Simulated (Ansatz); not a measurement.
`OB1CC[Se]1` → `C=CB(O)[SeH]`  (isomerisation)

Isolated molecules relaxed with PBE0-D4/def2-TZVP in Ansatz; ΔE leaves out vibrations. CCSD(T)/CBS is the MP2 limit (def2-TZVPP, def2-QZVPP) plus CCSD(T) − MP2 in def2-TZVPP, frozen cores. DFT in def2-TZVPP. B3LYP here is the variant with VWN-RPA as its local correlation; programs differ in this. For Se outer-core shells are correlated without core-valence functions, which leaves a few kJ/mol of doubt a bond. Scalar relativity is left out up to krypton. Each species was taken in one conformer, which may not be the lowest.

```tsv
level	ΔE (kJ/mol)	difference from CCSD(T)/CBS
PBE-D4	32.8	10.0
r2SCAN-D4	26.4	3.6
PBE0-D4	37.7	14.9
B3LYP-D4	12.9	-9.9
ωB97X-V	31.2	8.4
ωB97M-V	25.8	3.0
B2PLYP	18.8	-4.0
PBE	32.5	9.7
r2SCAN	26.6	3.8
PBE0	37.6	14.8
B3LYP	12.2	-10.6
HF/def2-TZVPP	0.5	-22.3
MP2/def2-TZVPP	34.8	12.0
SCS-MP2/def2-TZVPP	26.3	3.5
CCSD/def2-TZVPP	21.3	-1.5
CCSD(T)/def2-TZVPP	22.6	-0.2
HF/def2-QZVPP	-0.2	-23.0
MP2/def2-QZVPP	34.6	11.8
SCS-MP2/def2-QZVPP	26.2	3.4
HF/CBS(def2)	-0.3	-23.1
MP2/CBS(def2)	34.9	12.1
CCSD/CBS(def2)	21.4	-1.4
CCSD(T)/CBS	22.8	0
```

Largest T1 diagnostic among the species: 0.012.

From PBE to PBE0 (25 % exact exchange), in def2-TZVPP and without D4, ΔE moves by +5.1 kJ/mol. In def2-TZVPP, CCSD(T) changes the Hartree–Fock value by +22.1 kJ/mol (the triples alone add +1.3 kJ/mol) and MP2 by +34.3 kJ/mol.
